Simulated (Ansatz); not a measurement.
Basis sets compared for NbH₄. The state is a doublet with charge 0. Geometry r2SCAN-D4/def2-TZVP. Ansatz on 4 threads of Intel Xeon Platinum 8488C on a shared host; times are rough, and most runs start from earlier orbitals.

Cartesian coordinates in Å:
```
Nb 0.000 0.000 0.000
H 0.066 -0.707 -1.612
H 0.542 -1.257 1.108
H -1.631 0.535 0.394
H 1.024 1.429 0.110
```

In the def2 sets Nb takes a core potential; there is no spin–orbit coupling. No other spin state of charge 0 was run.

Binding counts from free atoms (Nb sextet, H doublet) in the same basis, without a counterpoise term.

```csv
level,functions,energy (Eh),HOMO (eV),LUMO (eV),binding per atom (eV),wall time
PBE-D4/def2-SVP,51,-59.2408,-4.71,-4.50,2.30,0.45 s
PBE-D4/def2-TZVP,64,-59.2598,-4.74,-4.52,2.30,0.5 s
r2SCAN-D4/def2-TZVP (with forces),64,-59.2741,-5.19,-4.38,2.25,1.1 s
PBE0-D4/def2-SVP,51,-59.2125,-6.26,-3.34,2.22,0.75 s
PBE0-D4/def2-TZVP,64,-59.2303,-6.28,-3.35,2.21,1.9 s
```

(1) Estimate the rows for PBE-D4/def2-TZVPD, r2SCAN-D4/def2-TZVPD, PBE0-D4/def2-TZVPD.

Results:

(1) 
```tsv
level	functions	energy (Eh)	HOMO (eV)	LUMO (eV)	binding per atom (eV)	wall time
PBE-D4/def2-TZVPD	76	-59.2604	-4.75	-4.53	2.30	0.55 s
r2SCAN-D4/def2-TZVPD	76	-59.2745	-5.19	-4.38	2.26	1.1 s
PBE0-D4/def2-TZVPD	76	-59.2308	-6.28	-3.35	2.22	0.95 s
```
